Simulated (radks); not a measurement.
The numbers below are computed, except where a source is named.
Q: Numerical settings for the potassium ion K+, [Ar]. Level of theory: scalar-relativistic Kohn-Sham, r2SCAN, spin-polarised, spherical densities, finite nucleus; meta-GGA in the generalised Kohn-Sham scheme; Fermi nuclear charge, rms radius 3.4349 fm (a radial shooting solver on a logarithmic mesh with Libxc functionals). The defaults (mesh step 0.008 in ln r, mesh end at 40 bohr or more with all orbitals vanishing there, Anderson mixing 0.5 over 9 steps, residual threshold near 1e-9 with the energy settled to 1e-9 hartree or 1e-11 of itself, here a cap of 71 iterations) give E = -602.122 hartree and 3p at -25.469 eV in 12 iterations. Run on one thread of a shared host, so times are rough (Arm Neoverse N1): 0.15 s of CPU time, 0.15 s wall, 12 iterations on 2189 mesh points. One setting is changed at a time: mesh step in ln r 0.12; mesh step in ln r 0.05; mesh step in ln r 0.003; mesh end (bohr) 2; mesh end (bohr) 400; residual threshold 1e-16; residual threshold 1e-13; mixing 0.01; linear mixing, mixing 0.8; linear mixing, mixing 0.5; mixing history 2; iteration cap 5. Which runs fail to converge, and which converge to a wrong energy?

A: Not converged within the cap: mesh step in ln r 0.12; residual threshold 1e-16; residual threshold 1e-13; linear mixing, mixing 0.8; linear mixing, mixing 0.5; iteration cap 5. Settled on a wrong energy, with an occupied level pushed above zero by the early mesh end: mesh end (bohr) 2 (+4.31 hartree). Apart from these: no run marked as converged misses the energy by more than 1 mhartree.
